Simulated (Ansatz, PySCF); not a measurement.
H$_{2}$Si$_{2}$ (SMILES [Si]=[SiH2]), singlet, geometry from GFN2-xTB. Base run: PySCF with CASSCF(4,6)/STO-3G.

The PySCF input:
```python
from pyscf import gto, scf, mcscf
import numpy

mol = gto.M(
    atom='''
Si   -0.913803   -0.111535    0.260461
Si    1.175250    0.094191   -0.311145
H    -1.642483    1.114691   -0.168304
H    -2.017765   -0.871874    0.877872
''',
    basis='sto-3g',
    charge=0,
    spin=0,
    verbose=4,
)

mf = scf.RHF(mol)
mf.kernel()
mc = mcscf.CASSCF(mf, 6, 4)
mc.fix_spin_(ss=0.0)
mc.kernel()
occ = numpy.linalg.eigvalsh(mc.fcisolver.make_rdm1(mc.ci, mc.ncas, mc.nelecas))[::-1]
ss = mc.fcisolver.spin_square(mc.ci, mc.ncas, mc.nelecas)[0]
print('natural occupations', occ.round(4), ' <S^2>', round(ss, 4))
```

Programs used: Ansatz (a program for electronic structure), PySCF; a row that names a program was run with it.

Variants of this job, named by their change:

```csv
change,ΔE vs base (kcal/mol),natural occupations,<S^2> of the state
base,0.000,1.96 1.80 0.20 0.04 0.00 0.00,0.00
"active space = 8 electrons, 9 orbitals",-26.56,1.98 1.96 1.95 1.80 0.20 0.05 0.03 0.02 0.01,0.00
correction = SC-NEVPT2,-23.83,1.96 1.80 0.20 0.04 0.00 0.00,0.00
"active space = 8 electrons, 8 orbitals",-22.46,1.98 1.96 1.94 1.80 0.20 0.05 0.04 0.03,0.00
orbitals = fixed (CASCI); correction = SC-NEVPT2,-24.11,1.96 1.80 0.20 0.02 0.02 0.00,0.00
start = MP2 natural orbitals,-0.001,1.96 1.80 0.20 0.04 0.00 0.00,0.00
state_average = 2 states,0.054,-,-
"code = ansatz; correction = SC-NEVPT2, all electrons",-23.73,-,-
"active space = 4 electrons, 4 orbitals",7.17,1.96 1.76 0.24 0.04,0.00
"active space = 10 electrons, 8 orbitals",-11.14,2.00 2.00 1.97 1.94 1.80 0.20 0.04 0.04,0.00
fix_spin_ = off,0.000,1.96 1.80 0.20 0.04 0.00 0.00,0.00
```

Active orbitals are taken around the Fermi level unless the row says otherwise; CASSCF can end in different local minima, and two programs can end on different orbitals. State-averaged rows give the lowest state.
